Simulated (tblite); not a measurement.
C₅H₂BrClN (doublet state).
Bonds: Cl1–C2, C2–C3 (aromatic), C3–C4 (aromatic), C4–C5 (aromatic), C5–Br6, C5–C7 (aromatic), C7–N8 (aromatic), C2–N8 (aromatic). Hydrogens: H9 on C3; H10 on C7.
Bond orders are those of one Lewis drawing.

Computed with GFN2-xTB (tblite), gas phase: L-BFGS steps from a force-field or distance-geometry start until the largest atomic force falls under 0.01 eV/Å.

Step 4: E = -630.7492 eV
```
atom  x, y, z in Å  |  force x, y, z in eV/Å
Cl1    -2.8475   -1.0960    0.0051    0.008   0.009  -0.004
C2     -1.2578   -0.4615   -0.0011   -0.040  -0.087   0.015
C3     -1.0550    0.9302   -0.0109   -0.013   0.070  -0.006
C4      0.2346    1.3478   -0.0160   -0.030  -0.018   0.018
C5      1.2813    0.4704   -0.0042    0.088   0.111  -0.023
Br6     3.0803    1.0581   -0.0120    0.074  -0.086   0.005
C7      0.9747   -0.8939    0.0070   -0.065  -0.008   0.002
N8     -0.2653   -1.3165    0.0080    0.053   0.024  -0.001
H9     -1.8879    1.6098   -0.0141   -0.107   0.002  -0.006
H10     1.7513   -1.6437    0.0157    0.033  -0.017   0.000
```

Step 5: E = -630.7503 eV
```
atom  x, y, z in Å  |  force x, y, z in eV/Å
Cl1    -2.8470   -1.0953    0.0049   -0.014  -0.015  -0.002
C2     -1.2588   -0.4619    0.0000   -0.001  -0.052  -0.005
C3     -1.0571    0.9305   -0.0116   -0.013   0.026   0.010
C4      0.2328    1.3449   -0.0149    0.033   0.059   0.002
C5      1.2836    0.4721   -0.0055    0.024   0.076  -0.004
Br6     3.0833    1.0549   -0.0118    0.065  -0.070   0.003
C7      0.9750   -0.8924    0.0076    0.009   0.011  -0.014
N8     -0.2635   -1.3140    0.0074   -0.034  -0.032   0.015
H9     -1.8908    1.6092   -0.0143   -0.094   0.005  -0.007
H10     1.7514   -1.6433    0.0157    0.025  -0.008   0.000
```

Step 6: E = -630.7509 eV
```
atom  x, y, z in Å  |  force x, y, z in eV/Å
Cl1    -2.8470   -1.0952    0.0048   -0.027  -0.029   0.000
C2     -1.2593   -0.4628    0.0006    0.003   0.022  -0.014
C3     -1.0589    0.9309   -0.0119    0.026   0.001   0.017
C4      0.2324    1.3442   -0.0142   -0.006   0.092  -0.007
C5      1.2853    0.4744   -0.0064   -0.013   0.000   0.008
Br6     3.0865    1.0516   -0.0116    0.055  -0.056   0.002
C7      0.9757   -0.8912    0.0078   -0.002   0.025  -0.021
N8     -0.2632   -1.3129    0.0073    0.009  -0.051   0.022
H9     -1.8944    1.6088   -0.0145   -0.060  -0.010  -0.006
H10     1.7517   -1.6431    0.0157    0.015   0.006   0.000
```

**Question.** Estimate the geometry and energy of step 7. (The exact step hangs on the optimiser's Hessian estimate; all steps are aligned on step 6, rigid shifts and turns removed.)

**Answer.** E = -630.7515 eV, largest force 0.080 eV/Å
```
atom  x, y, z in Å  |  force x, y, z in eV/Å
Cl1    -2.8475   -1.0956    0.0047   -0.018  -0.029   0.000
C2     -1.2597   -0.4632    0.0009    0.029   0.039  -0.015
C3     -1.0597    0.9315   -0.0118   -0.001  -0.009   0.018
C4      0.2317    1.3453   -0.0138    0.019   0.077  -0.011
C5      1.2865    0.4764   -0.0069   -0.058  -0.026   0.013
Br6     3.0901    1.0478   -0.0114    0.032  -0.048   0.001
C7      0.9760   -0.8900    0.0075    0.017   0.027  -0.019
N8     -0.2625   -1.3130    0.0076   -0.012  -0.020   0.020
H9     -1.8983    1.6082   -0.0148   -0.006  -0.039  -0.005
H10     1.7523   -1.6428    0.0156    0.000   0.027  -0.001
```

The energy changes by -0.0006 eV. The first-order estimate −F·Δx gives -0.0008 eV and the mean of the old and new forces, exact on a quadratic surface, -0.0006 eV. The step makes an angle of 49° with the force vector and moves no atom by more than 0.005 Å.

The cost below is that of the whole relaxation. The run took 0.17 s wall on one thread of an Arm Neoverse N1, shared host.
